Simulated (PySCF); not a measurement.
PySCF input for Si(F)(Me)(Et)(OH) (C₃H₉FOSi), SMILES F[Si](CC)(O)C, B3LYP-D3(BJ)/def2-SVP. Geometry optimised at B3LYP-D3(BJ)/def2-SVP. Other conformers were not sampled.

```python
import numpy as np
from pyscf import gto, scf, dft, df
from pyscf.hessian import thermo

mol = gto.M(
    atom='''
    C     1.74673930   -1.49684272   -0.75636836
    C     0.98686028   -0.21488080   -1.12892593
    Si   -0.30806883    0.29181767    0.12494188
    C    -1.65294761   -0.95964638    0.39765882
    O    -1.04635446    1.72445610   -0.28053702
    F     0.49662128    0.50370286    1.53791879
    H     1.06627666   -2.36042501   -0.67560685
    H     2.25432104   -1.38808642    0.21509037
    H     2.51162447   -1.75252780   -1.50689557
    H     0.49039990   -0.32788701   -2.10951442
    H     1.69601970    0.62496716   -1.24759219
    H    -2.19512598   -1.16210125   -0.53974766
    H    -2.37894553   -0.59018930    1.13869408
    H    -1.23812938   -1.91030420    0.76777026
    H    -0.47614503    2.48035128   -0.46254458
    ''',
    basis='def2-SVP',
    charge=0,
    spin=0,
    max_memory=1600,
    verbose=3,
)
mf = dft.RKS(mol, xc='b3lyp').density_fit(auxbasis='def2-universal-jkfit')
mf.disp = 'd3bj'
mf.grids.level = 3
mf.conv_tol = 1e-11
mf.max_cycle = 100
mf.kernel()

# analytic Hessian; the response equations are solved on a coarser grid
h, args, fine = mf.Hessian(), (mf.mo_energy, mf.mo_coeff, mf.mo_occ), mf.grids
h.max_memory = max(150, 2.5e-5 * df.make_auxmol(mol, mf.with_df.auxbasis).nao * mol.nelec[0] * (mol.nelec[0] + mol.nao))  # MB; small integral blocks
h1ao = h.make_h1(mf.mo_coeff, mf.mo_occ)
mf.grids = dft.Grids(mol).set(level=1).build(with_non0tab=True)
mo1, mo_e1 = h.solve_mo1(*args, h1ao)
mf.grids = fine
hess = h.hess_elec(*args, mo1, mo_e1, h1ao) + h.hess_nuc()
if mf.do_disp():
    hess += h.get_dispersion()
for i in range(mol.natm):  # the analytic DFT Hessian lacks the response of the grid: restore translational invariance
    hess[i, i] -= hess[i].sum(axis=0)
hess = (hess + hess.transpose(1, 0, 3, 2)) / 2
vib = thermo.harmonic_analysis(mol, hess, imaginary_freq=False)
thermo.dump_normal_mode(mol, vib)
th = thermo.thermo(mf, vib['freq_au'][vib['freq_au'] > 0], 298.15, 101325)
thermo.dump_thermo(mol, th)
g0 = mf.nuc_grad_method().set(verbose=0).kernel()

# dipole derivatives [dipole axis, atom, xyz] from the same response
r, irp = mol.intor('int1e_r'), mol.intor('int1e_irp').reshape(3, 3, mol.nao, mol.nao)
sl, dm0, ok = mol.aoslice_by_atom(), np.array(mf.make_rdm1()), []
dmu = np.einsum('a,xt->xat', mol.atom_charges(), np.eye(3))
for a, (_, _, p0, p1) in enumerate(sl):
    dmu[:, a] += 2 * np.einsum('xtij,ij->xt', irp[:, :, :, p0:p1], dm0.reshape(-1, mol.nao, mol.nao).sum(0)[:, p0:p1])
    for u, c, occ, f in [(mo1, mf.mo_coeff, mf.mo_occ, 4)]:
        dmu[:, a] -= f * np.einsum('tui,xuv,vi->xt', u[a], r, c[:, occ > 0], optimize=True)
L = vib['norm_mode']
ir = 974.8801 * (np.einsum('xat,kat->kx', dmu, L) ** 2).sum(1)       # km/mol
apt = np.einsum('xax->a', dmu) / 3
print('mode   freq/cm-1   IR/(km/mol)')
for k, w in enumerate(vib['freq_wavenumber']):
    print(f'{k + 1:4d} {w:11.2f} {ir[k]:13.3f}')
print('max |gradient| / (hartree/bohr):', abs(g0).max())
print('APT charges:', apt.round(4))
```

Log of the run:

```
converged SCF energy = -584.157709724169

WARN: DFTD3 does not support analytical Hessian, using finite difference


WARN: Mole.unit (angstrom) is changed to Bohr

Mode                                 0                   1                   2
Irrep
Freq [cm^-1]                       58.5024            121.6102            137.1464
Reduced mass [au]                   2.1992              1.0434              3.2540
Force const [Dyne/A]                0.0044              0.0091              0.0361
Char temp [K]                      84.1720            174.9700            197.3231
Normal mode                   x     y     z       x     y     z       x     y     z
       0   C                 0.10  0.08  0.07    0.01  0.02 -0.00    0.08  0.01 -0.12
       1   C                -0.06 -0.05 -0.04   -0.02 -0.00 -0.02    0.00  0.00  0.02
       2  Si                -0.02 -0.01 -0.01   -0.00 -0.00  0.00   -0.00 -0.02  0.03
       3   C                -0.07  0.04  0.00   -0.01  0.00 -0.00   -0.06  0.04  0.07
       4   O                 0.03  0.02  0.02    0.01  0.01  0.02    0.06 -0.02 -0.08
       5   F                 0.02 -0.07 -0.03    0.01 -0.03  0.00   -0.07  0.00  0.06
       6   H                 0.19  0.03  0.25    0.02  0.02  0.07    0.13 -0.03 -0.15
       7   H                 0.17  0.27  0.01    0.06  0.07 -0.04    0.14 -0.04 -0.15
       8   H                 0.06  0.05  0.04   -0.03 -0.01 -0.03    0.05  0.11 -0.19
       9   H                -0.12 -0.22  0.01   -0.05 -0.03  0.00   -0.03  0.06  0.03
      10   H                -0.15  0.01 -0.20   -0.03  0.01 -0.06   -0.04  0.04  0.05
      11   H                -0.15  0.14  0.03    0.35 -0.41 -0.12   -0.10  0.05  0.09
      12   H                 0.01  0.03  0.08   -0.30  0.24 -0.41   -0.01  0.10  0.09
      13   H                -0.09 -0.01 -0.09   -0.07  0.18  0.52   -0.10  0.03  0.09
      14   H                 0.06  0.00  0.02    0.02 -0.02 -0.06    0.10 -0.08 -0.20
Mode                                 3                   4                   5
Irrep
Freq [cm^-1]                      170.4939            211.8588            233.1334
Reduced mass [au]                   1.6334              2.2596              1.6276
Force const [Dyne/A]                0.0280              0.0598              0.0521
Char temp [K]                     245.3028            304.8177            335.4271
Normal mode                   x     y     z       x     y     z       x     y     z
       0   C                 0.00  0.03  0.04   -0.06  0.03  0.03    0.02 -0.00 -0.01
       1   C                 0.04  0.05  0.01   -0.02  0.04 -0.03   -0.06 -0.05 -0.02
       2  Si                -0.02 -0.01 -0.03   -0.00  0.03 -0.02   -0.03 -0.00 -0.01
       3   C                -0.04  0.04  0.07    0.09 -0.05  0.05    0.03 -0.06  0.02
       4   O                -0.02 -0.01 -0.00    0.05  0.05 -0.04    0.08  0.06  0.01
       5   F                 0.05 -0.07 -0.06   -0.05 -0.09  0.03   -0.05  0.04 -0.00
       6   H                 0.02 -0.02 -0.31   -0.10  0.08  0.14    0.11 -0.10 -0.30
       7   H                -0.30 -0.10  0.21   -0.01  0.09  0.00   -0.23 -0.07  0.13
       8   H                 0.24  0.19  0.23   -0.11 -0.07  0.02    0.24  0.21  0.14
       9   H                 0.18  0.12 -0.06   -0.03  0.01 -0.02   -0.08 -0.10 -0.01
      10   H                 0.06  0.06  0.18    0.00  0.02 -0.06   -0.10 -0.02 -0.08
      11   H                -0.09 -0.02  0.11    0.01 -0.13  0.12    0.05 -0.16  0.03
      12   H                 0.00  0.14  0.07    0.13 -0.13  0.14    0.00 -0.13  0.02
      13   H                -0.07  0.05  0.14    0.24  0.00  0.03    0.16 -0.00  0.04
      14   H                -0.02 -0.05 -0.17    0.10 -0.08 -0.42    0.15  0.09  0.36
Mode                                 6                   7                   8
Irrep
Freq [cm^-1]                      256.9264            310.7474            325.0045
Reduced mass [au]                   1.5041              2.9746              3.0578
Force const [Dyne/A]                0.0585              0.1692              0.1903
Char temp [K]                     369.6599            447.0963            467.6091
Normal mode                   x     y     z       x     y     z       x     y     z
       0   C                 0.02 -0.02 -0.00   -0.03  0.05  0.01   -0.06  0.05  0.02
       1   C                 0.07  0.02 -0.00   -0.02  0.06  0.07   -0.05  0.03 -0.03
       2  Si                -0.00 -0.00 -0.06   -0.06 -0.03  0.03    0.04  0.01  0.03
       3   C                 0.01  0.02  0.08   -0.04 -0.07 -0.00    0.02  0.04 -0.01
       4   O                -0.01  0.01  0.00    0.08  0.01 -0.07   -0.01 -0.07 -0.13
       5   F                -0.06 -0.03 -0.02    0.07  0.01 -0.05    0.03 -0.06  0.06
       6   H                -0.05  0.05  0.18   -0.07  0.08  0.14   -0.06  0.05 -0.05
       7   H                 0.17  0.03 -0.09    0.09  0.06 -0.06   -0.16  0.05  0.07
[...]
      11   H                 0.36 -0.15 -0.21   -0.02  0.01  0.01    0.01 -0.02  0.00
      12   H                 0.33 -0.18  0.42   -0.02  0.02 -0.03    0.00  0.02 -0.00
      13   H                -0.28 -0.02  0.17    0.03  0.00 -0.02    0.00 -0.01 -0.03
      14   H                -0.00  0.00  0.00   -0.00  0.00 -0.00   -0.00  0.00 -0.00
Mode                                30                  31                  32
Irrep
Freq [cm^-1]                     3018.6981           3026.7375           3037.3632
Reduced mass [au]                   1.0613              1.0364              1.0362
Force const [Dyne/A]                5.6980              5.5938              5.6323
Char temp [K]                    4343.2344           4354.8014           4370.0893
Normal mode                   x     y     z       x     y     z       x     y     z
       0   C                 0.00  0.00 -0.00   -0.02  0.04 -0.01   -0.00  0.00 -0.00
       1   C                -0.02 -0.04  0.05   -0.00 -0.00  0.00   -0.00 -0.00  0.00
       2  Si                 0.00 -0.00 -0.00    0.00  0.00 -0.00   -0.00 -0.00  0.00
       3   C                -0.00 -0.00 -0.00   -0.00 -0.00  0.00    0.04  0.03 -0.00
       4   O                -0.00  0.00 -0.00   -0.00  0.00  0.00   -0.00  0.00 -0.00
       5   F                 0.00  0.00  0.00    0.00 -0.00  0.00    0.00  0.00  0.00
       6   H                -0.01 -0.01 -0.00   -0.38 -0.46  0.04   -0.02 -0.02  0.00
       7   H                 0.00 -0.00 -0.00    0.24  0.06  0.46    0.01  0.00  0.03
       8   H                -0.06  0.02  0.06    0.39 -0.12 -0.40    0.02 -0.01 -0.02
       9   H                -0.28 -0.08 -0.54   -0.01 -0.00 -0.01   -0.00 -0.00 -0.00
      10   H                 0.49  0.56 -0.07    0.02  0.03 -0.00    0.02  0.02 -0.00
      11   H                 0.01  0.00  0.02    0.01  0.00  0.03   -0.28 -0.10 -0.50
      12   H                 0.01 -0.00 -0.01    0.02 -0.01 -0.02   -0.35  0.19  0.37
      13   H                -0.00  0.01 -0.00   -0.02  0.03 -0.01    0.22 -0.48  0.19
      14   H                -0.00  0.00  0.00    0.00  0.00 -0.00   -0.00  0.00 -0.00
Mode                                33                  34                  35
Irrep
Freq [cm^-1]                     3062.9714           3101.5955           3112.1615
Reduced mass [au]                   1.1015              1.1038              1.1037
Force const [Dyne/A]                6.0886              6.2561              6.2986
Char temp [K]                    4406.9340           4462.5053           4477.7075
Normal mode                   x     y     z       x     y     z       x     y     z
       0   C                -0.01 -0.01 -0.01   -0.07 -0.03  0.04    0.03  0.03  0.08
       1   C                 0.06  0.04  0.05   -0.01 -0.01 -0.00    0.01  0.01  0.01
       2  Si                 0.00  0.00  0.00    0.00 -0.00 -0.00    0.00 -0.00  0.00
       3   C                -0.00  0.00 -0.00   -0.00  0.00 -0.00    0.00 -0.00  0.00
       4   O                -0.00 -0.00 -0.00    0.00  0.00 -0.00   -0.00 -0.00 -0.00
       5   F                -0.00 -0.00 -0.00    0.00  0.00  0.00   -0.00  0.00 -0.00
       6   H                 0.08  0.10 -0.01    0.41  0.51 -0.04   -0.21 -0.26  0.04
       7   H                 0.06  0.02  0.13   -0.01 -0.01  0.01   -0.36 -0.08 -0.70
       8   H                 0.01 -0.01 -0.02    0.46 -0.16 -0.47    0.26 -0.07 -0.24
       9   H                -0.32 -0.08 -0.65    0.02  0.00  0.04   -0.06 -0.01 -0.13
      10   H                -0.38 -0.44  0.07    0.08  0.09 -0.01   -0.05 -0.06  0.01
      11   H                -0.00  0.00  0.00    0.01  0.00  0.02   -0.00 -0.00 -0.01
      12   H                -0.01  0.00  0.01    0.01 -0.01 -0.01   -0.01  0.01  0.01
      13   H                 0.01 -0.01  0.00    0.01 -0.02  0.01   -0.00  0.01 -0.00
      14   H                 0.00 -0.00  0.00   -0.00  0.00  0.00    0.00 -0.00  0.00
Mode                                36                  37                  38
Irrep
Freq [cm^-1]                     3128.3614           3132.8559           3877.1498
Reduced mass [au]                   1.1020              1.1023              1.0669
Force const [Dyne/A]                6.3544              6.3742              9.4491
Char temp [K]                    4501.0155           4507.4821           5578.3553
Normal mode                   x     y     z       x     y     z       x     y     z
       0   C                 0.00  0.00 -0.00   -0.00 -0.00 -0.00   -0.00 -0.00  0.00
       1   C                -0.00  0.00 -0.00   -0.00 -0.00 -0.00   -0.00  0.00 -0.00
       2  Si                -0.00  0.00 -0.00    0.00 -0.00 -0.00   -0.00  0.00 -0.00
       3   C                -0.03  0.02 -0.08    0.05 -0.06 -0.04    0.00  0.00  0.00
       4   O                -0.00 -0.00  0.00    0.00  0.00  0.00   -0.03 -0.05  0.01
       5   F                 0.00  0.00  0.00   -0.00  0.00  0.00   -0.00  0.00 -0.00
       6   H                -0.02 -0.02  0.00    0.02  0.02 -0.00    0.00  0.00 -0.00
       7   H                -0.00 -0.00 -0.01    0.01  0.00  0.01   -0.00 -0.00 -0.00
       8   H                -0.01  0.00  0.01    0.01 -0.00 -0.01   -0.00  0.00  0.00
       9   H                 0.00  0.00  0.01    0.00  0.00  0.00    0.00  0.00 -0.00
      10   H                -0.00 -0.00  0.00    0.00  0.00 -0.00   -0.00 -0.00 -0.00
      11   H                 0.37  0.14  0.63    0.09  0.02  0.14   -0.00  0.00 -0.00
      12   H                -0.16  0.08  0.15   -0.50  0.24  0.51   -0.00  0.00  0.00
      13   H                 0.20 -0.47  0.17   -0.20  0.48 -0.19   -0.00  0.00 -0.00
      14   H                 0.00  0.00  0.00   -0.00 -0.00  0.00    0.55  0.77 -0.19
temperature 298.1500 [K]
pressure 101325.00 [Pa]
Rotational constants [GHz] 3.41607 2.00070 1.92703
Symmetry number 1
Zero-point energy (ZPE) 0.11926 [Eh]   313114.519 [J/mol]
                           tot       elec      trans        rot        vib
Entropy [J/mol/K]       385.462      0.000    167.162    115.445    102.856
Cv [J/mol/K]            132.457      0.000     12.472     12.472    107.513
Cp [J/mol/K]            140.771      0.000     20.786     12.472    107.513
Internal energy [J/mol]                      3718.434   3718.434 329836.852
Internal energy [Eh]   -584.02925  -584.15771
Enthalpy [J/mol]                             6197.391   3718.434 329836.852
Enthalpy [Eh]          -584.02830
Gibbs free energy [J/mol]                  -43641.820 -30701.488 299170.465
Gibbs free energy [Eh] -584.07208
mode   freq/cm-1   IR/(km/mol)
   1       58.50         0.174
   2      121.61         0.773
   3      137.15         2.615
   4      170.49         2.784
   5      211.86        17.103
   6      233.13        12.082
   7      256.93        24.515
   8      310.75        40.148
   9      325.00        57.967
  10      364.12        28.016
  11      616.71         3.869
  12      672.39         2.663
  13      734.98        69.221
  14      763.29        26.461
  15      776.78        25.009
  16      844.72       262.967
  17      878.09       123.773
  18      929.24       130.016
  19      975.82        37.753
  20      981.13        12.168
  21     1039.98        24.688
  22     1248.66         1.508
  23     1269.88        10.256
  24     1281.76        43.235
  25     1397.23         0.584
  26     1426.70         2.765
  27     1430.84         1.754
  28     1433.33         7.483
  29     1478.73         4.925
  30     1480.97         5.878
  31     3018.70        16.979
  32     3026.74        27.643
  33     3037.36         0.763
  34     3062.97         8.331
  35     3101.60        29.975
  36     3112.16        20.883
  37     3128.36         4.549
  38     3132.86         3.654
  39     3877.15        81.518
max |gradient| / (hartree/bohr): 0.00012038124714901512
APT charges: [ 0.0941 -0.2989  1.8649 -0.3839 -0.8859 -0.6725 -0.0183 -0.0056 -0.0385
 -0.0129 -0.0297  0.0275  0.0255  0.0297  0.3044]
```

The run converged.
